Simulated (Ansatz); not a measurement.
Species: sum formula SiNH4 (charge -1, singlet). It need not be the lowest isomer of its formula. Whether it binds its extra electron was not tested at this geometry. 
Coordinates optimised at B3LYP-D3(BJ)/def2-TZVP (Ansatz, a first-principles code):
SMILES: [NH-][SiH3]
```xyz
6

Si    -0.4557     0.0023     0.0876
N      1.1646     0.0986    -0.2490
H     -1.1145     1.3465    -0.1098
H     -1.3820    -0.9155    -0.7264
H     -0.9532    -0.3798     1.4909
H      1.6775    -0.7732    -0.1376
```
Charge -1, spin multiplicity 1.

Total electronic energies in hartree. Cores are frozen in the correlated levels unless marked. No spin-orbit coupling. Non-relativistic. CBS(X,Y): correlation extrapolated as X^-3; Hartree-Fock from the larger set.

| level | program | energy (Eh) |
|---|---|---|
| RI-HF/def2-TZVPPD | Ansatz | -345.72268 |
| RI-HF/def2-QZVPPD | Ansatz | -345.73482 |
| BLYP-D3(BJ)/def2-TZVPD | Ansatz + dftd3 | -346.67123 |
| revPBE-D3(BJ)/def2-TZVPD | Ansatz + dftd3 | -346.61848 |
| BHLYP/def2-TZVPD | Ansatz | -346.64901 |
| MP2/6-31G | Ansatz | -345.73161 |
| MP2/cc-pwCVTZ | Ansatz | -346.09237 |
| RI-MP2/def2-QZVPP | Ansatz | -346.12901 |
| SCS-MP2/def2-SVP | Ansatz | -345.82415 |
| SCS-MP2/def2-SVPD | Ansatz | -345.86982 |
| CCSD/def2-SVPD | Ansatz | -345.89420 |
| CCSD/cc-pVTZ | Ansatz | -346.10563 |
| CCSD(T)/6-31G | Ansatz | -345.75663 |
| CCSD(T)/def2-QZVPP | Ansatz | -346.16589 |
| CCSD(T)/CBS(aug-cc-pV(T+d)Z,aug-cc-pV(Q+d)Z) | Ansatz | -346.1840 |

Totals of different functionals don't rank their quality; only differences between species are comparable.
